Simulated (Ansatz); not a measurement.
TaSCl₃, relaxed as a singlet with RKS r2SCAN-D4/def2-SVP in Ansatz, starting from the GFN2-xTB geometry. Force threshold 0.02 eV/Å.

In the def2 sets Ta takes a core potential; there is no spin–orbit coupling.

Start:

Cartesian coordinates in Å:
```
Ta 0.001 0.001 -0.001
S 1.852 0.553 1.107
Cl -1.397 -1.044 1.369
Cl 0.517 -1.343 -1.689
Cl -0.973 1.834 -0.785
```

Estimate the energy that the relaxation releases and the steps that it takes.

0.22 eV, in 4 steps; 23 s on 4 threads of Arm Neoverse V1 on a shared host. No frequencies were taken in this run, so the end may be a saddle point.

Does the start keep its bonding and symmetry?

By distances, no bond broke or formed. The bond that changes most is Ta1–S2, from 2.23 to 2.15 Å (atoms count from 1). Point group C3v at the start, C3v at the end, both within 0.05 Å.

Predict the relaxed structure.


```xyz
5

Ta   -0.0093   -0.0027   -0.0059
S     1.7805    0.5323    1.0633
Cl   -1.4044   -1.0738    1.4598
Cl    0.5930   -1.3838   -1.7297
Cl   -0.9597    1.9280   -0.7875
```
Bond lengths: 3 × Cl–Ta 2.29 Å; 1 × S–Ta 2.15 Å.
